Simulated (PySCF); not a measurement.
SI₃⁺ (singlet). Level of theory: PBE0/[S def2-SVP, I def2-SVP with ECP28], scalar-relativistic core potentials, density fitting, no spin–orbit coupling, PySCF.

Harmonic bands of its minimum:

```csv
ω (cm⁻¹),"IR (km/mol, summed over degenerate members)",degeneracy
74,0.0,2
114,0.0,1
281,0.2,1
331,88.8,2
```

**Question.** The central atom is S. Infer the point group and assign the bands.

**Answer.** C3v. The modes span 2e + 2a1: 74 e, 114 a1, 281 a1, 331 e. The computed geometry has S–I 2.426 Å (×3); I–S–I 107.2° (×3).

Other isomers or separated fragments may lie lower.
